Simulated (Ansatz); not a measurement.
One change: `[SiH3][N]([SiH3])[Ag]` becomes `[SiH3][N]([SiH3])[AlH][Cl]`.

Ansatz, PBE0-D4/def2-TZVP geometries, multiplicity 1. Each molecule was computed in one conformer, which needn't be the lowest.

Elements past krypton have def2 core potentials.

| property | `[SiH3][N]([SiH3])[Ag]` |
| --- | --- |
| LUMO energy (B3LYP/def2-TZVPP) / eV | -3.43 |
| LUMO energy (ωB97M-V/def2-TZVPP) / eV | -1.46 |
| size of the dipole moment (ωB97M-V/def2-TZVPP) / D | 5.60 |
| HOMO energy (PBE/def2-TZVPP) / eV | -5.46 |
| LUMO energy (PBE0/def2-TZVPP) / eV | -3.06 |
| HOMO–LUMO gap (B3LYP/def2-TZVPP) / eV | 3.00 |

Q: What does the change do to each property? (An estimate is asked.)

A: The calculation gave: 
```json
{"property": "LUMO energy (B3LYP/def2-TZVPP) / eV", "`[SiH3][N]([SiH3])[AlH][Cl]`": "-1.25", "shift": "2.18"}
{"property": "LUMO energy (ωB97M-V/def2-TZVPP) / eV", "`[SiH3][N]([SiH3])[AlH][Cl]`": "0.54", "shift": "2.00"}
{"property": "size of the dipole moment (ωB97M-V/def2-TZVPP) / D", "`[SiH3][N]([SiH3])[AlH][Cl]`": "0.96", "shift": "-4.64"}
{"property": "HOMO energy (PBE/def2-TZVPP) / eV", "`[SiH3][N]([SiH3])[AlH][Cl]`": "-6.74", "shift": "-1.28"}
{"property": "LUMO energy (PBE0/def2-TZVPP) / eV", "`[SiH3][N]([SiH3])[AlH][Cl]`": "-1.05", "shift": "2.01"}
{"property": "HOMO–LUMO gap (B3LYP/def2-TZVPP) / eV", "`[SiH3][N]([SiH3])[AlH][Cl]`": "6.54", "shift": "3.54"}
```

With PBE0 the HOMO falls by 1.43 eV and the LUMO rises by 2.01 eV, so the gap widens by about 3.44 eV. PBE moves the HOMO by -1.28 eV and ωB97M-V by -1.50 eV. The zero-point energy changes by 27.4 kJ/mol with +6 modes. Dipoles are sizes alone; their direction can turn.

B3LYP here is the variant with VWN-RPA as its local correlation; programs differ in this.
